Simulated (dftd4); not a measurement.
Br3Ge (SMILES [Br][Ge]([Br])[Br]), doublet, at a GFN2-xTB geometry; D4 for pbe0 (dftd4).

dftd4 was given this input:
```
$ dftd4 mol.xyz --func pbe0 --charge 0 --json dftd4.json --noedisp

# file mol.xyz
4

Br     2.09670753    -0.74773372    -0.18227923
Ge    -0.01165126     0.00697700     0.73093637
Br    -1.68896558    -1.44229543    -0.23599374
Br    -0.39708937     2.18365017    -0.25001172
```

It wrote (shortened):

```
                    ____  _____ _____     ____  _  _
      -------------|  _ \|  ___|_   _|---|  _ \| || |------------
     |             | | | | |_    | | ___ | | | | || |_           |
     |             | |_| |  _|   | ||___|| |_| |__   _|          |
     |             |____/|_|     |_|     |____/   |_|            |
     |             ===================================           |
     |            E. Caldeweyher, S. Ehlert & S. Grimme          |
     |          Mulliken Center for Theoretical Chemistry        |
     |                    University of Bonn                     |
      -----------------------------------------------------------

Rational (Becke-Johnson) damping: pbe0-D4-ATM
---------------------
  s6         1.0000
  s8         1.2007
  s9         1.0000
  a1         0.4009
  a2         5.0293
 alp        16.0000
--------------------

Dispersion energy:      -6.1936688281986E-03 Eh

[Info] JSON dump of results written to 'dftd4.json'
```
